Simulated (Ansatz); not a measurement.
# Molecular dynamics, step by step

AlH$_{2}$OF$_{3}$, singlet, HF/def2-SVP (Ansatz 0.2.0). Settings (timestep in fs, temperature in K, friction in 1/fs; T counts 21 degrees of freedom, while the starting velocities carry no drift of the centre of mass, so T starts below the set value):

```yaml
hamiltonian: {xc: hf}
md: {n_steps: 80, timestep: 0.5, temperature: 200, ensemble: nvt_langevin, seed: 876, friction: 0.01, initial_velocities: maxwell_boltzmann}
```

Start:

O1  (0.043, 0.653, -0.914)
H2  (-0.735, 0.480, -1.458)
H3  (0.830, 0.423, -1.423)
F4  (1.367, -1.142, 0.572)
Al5  (-0.027, -0.276, 0.785)
F6  (-0.011, 0.906, 1.928)
F7  (-1.467, -1.043, 0.509)
(Å)

```tsv
step	time (fs)	potential energy less the start (meV)	kinetic energy (meV)	T (K)
0	0.00	0.0	155.1	171
5	2.50	31.6	117.8	130
10	5.00	58.8	88.2	98
15	7.50	43.9	105.0	116
20	10.00	51.5	68.8	76
25	12.50	46.2	66.9	74
30	15.00	46.2	57.6	64
35	17.50	31.2	76.8	85
40	20.00	13.0	95.0	105
45	22.50	20.4	85.1	94
50	25.00	31.6	78.8	87
55	27.50	27.7	96.9	107
60	30.00	41.0	94.9	105
65	32.50	69.6	83.5	92
70	35.00	74.8	66.7	74
75	37.50	61.2	87.0	96
80	40.00	32.2	121.4	134
```

Step 5, positions (Å) and forces (eV/Å):

```
atom       x       y       z      Fx      Fy      Fz
  O1   0.043   0.653  -0.915   1.426  -0.241  -0.477
  H2  -0.669   0.427  -1.480  -1.138  -0.073  -0.396
  H3   0.825   0.451  -1.446  -0.325   0.315   0.712
  F4   1.358  -1.137   0.580   0.307  -0.219  -0.074
 Al5  -0.023  -0.272   0.785  -0.494  -0.268  -0.128
  F6  -0.008   0.899   1.919   0.003   0.384   0.382
  F7  -1.468  -1.047   0.515   0.221   0.102  -0.019
```

Step 10, positions (Å) and forces (eV/Å):

```tsv
atom	x	y	z	Fx	Fy	Fz
O1	0.048	0.653	-0.920	-1.138	-0.323	-0.589
H2	-0.655	0.379	-1.514	-0.177	0.300	0.573
H3	0.811	0.497	-1.439	1.239	0.037	-0.141
F4	1.349	-1.132	0.585	0.684	-0.461	-0.126
Al5	-0.020	-0.269	0.783	-0.891	-0.389	-0.305
F6	-0.004	0.892	1.913	0.001	0.683	0.636
F7	-1.467	-1.050	0.520	0.282	0.154	-0.047
```

Step 60, positions (Å) and forces (eV/Å):

| atom | x | y | z | Fx | Fy | Fz |
| --- | --- | --- | --- | --- | --- | --- |
| O1 | 0.059 | 0.646 | -0.981 | -0.730 | -0.266 | 0.565 |
| H2 | -0.542 | 0.436 | -1.690 | -0.010 | -0.025 | 0.201 |
| H3 | 0.922 | 0.744 | -1.329 | 0.903 | 0.156 | -0.484 |
| F4 | 1.391 | -1.207 | 0.594 | -0.860 | 0.698 | 0.009 |
| Al5 | -0.015 | -0.285 | 0.749 | 0.237 | -0.608 | 0.019 |
| F6 | 0.011 | 0.912 | 1.892 | 0.058 | -0.179 | -0.292 |
| F7 | -1.465 | -1.069 | 0.505 | 0.401 | 0.224 | -0.017 |

Last step (80):

O1  (0.064, 0.648, -0.978)
H2  (-0.560, 0.484, -1.660)
H3  (0.924, 0.755, -1.386)
F4  (1.382, -1.231, 0.584)
Al5  (-0.010, -0.307, 0.750)
F6  (0.006, 0.927, 1.860)
F7  (-1.467, -1.078, 0.458)
(Å)

Hardware: 4 CPU threads of an Arm Neoverse V1, shared host. Wall time about 27 s.
